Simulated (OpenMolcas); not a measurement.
Os: thermal populations, worked from levels

- Program: OpenMolcas 26.06
- Basis: ANO-RCC-VDZP [7s6p4d2f1g]
- Scalar Hamiltonian: DKH2, point nucleus
- Active space: 6 electrons in 5 orbitals (5d)
- State averaging: 2S+1 = 5 even, 5 roots; 2S+1 = 3 even, 45 roots; 2S+1 = 1 even, 50 roots (49 in the spin-orbit step)
- Spin-orbit coupling: state interaction with AMFI integrals over the reference wave functions, term energies averaged over their components

Methods: CASSCF; MS-CASPT2, IPEA 0.25 Eh, imaginary shift 0.1 Eh (closed shells correlated: 5s 5p 6s). Measured levels: NIST Handbook of Basic Atomic Spectroscopic Data.

**Thermal populations.** Z = Σ (2J + 1) exp(-E/kT) with k = 0.695035 cm-1/K, over the levels below. No other level of either list lies under 5090 cm-1, which is above 7 kT at each temperature.

| Level | 2J + 1 | MS-CASPT2 | measured |
| --- | --- | --- | --- |
| 5d⁶ 6s² ⁵D₄ | 9 | 0.0 | 0.0 |
| 5d⁶ 6s² ⁵D₂ [63 %] | 5 | 4060 | 2740 |
| 5d⁶ 6s² ⁵D₃ | 7 | 4470 | 4159 |

| T (K) | Z, MS-CASPT2 | Z, measured levels | Ground level (%), MS-CASPT2 | Ground level (%), measured levels |
| --- | --- | --- | --- | --- |
| 1000 | 9.026 | 9.115 | 99.7 | 98.7 |

At 1000 K, kT = 695 cm-1, and the computed levels give Z = 9.000 + 0.015 + 0.011 = 9.026.

Term energies are means over components that CASPT2 splits; among the terms shown or strongly mixed into the levels shown the widest spread is 160 cm-1 (5d⁶ 6s² ³F(1), MS-CASPT2). Over all roots computed the reference weight is 0.86 to 0.91 in MS-CASPT2; the roots of lowest weight are the least certain, and an intruder state may touch them. Some high roots are left out of the spin-orbit mixing, which shifts the levels that they would mix with. With the s shell closed, the reference lacks s² → p², s² → d² and s → d mixing, so excited terms can stand far too high and out of order, with CASPT2 too. Without dynamic correlation excited terms often stand tens of per cent too high (terms of higher spin than the ground term too low), and those without a measured partner can miss by more than the paired ones (holds for CASSCF). Measured partners are found by configuration, term and J. A level has none where our copy of the source lacks it or the pairing is in doubt (some pairs that miss far off the trend of their configuration count as doubtful), and it then counts in no deviation. Levels of configurations outside the active space are missing.

A share in square brackets marks a mixed level and gives the weight of the term that names it, the lowest over the columns. A number in round brackets counts repeated terms of one configuration in the order of the reference energies.
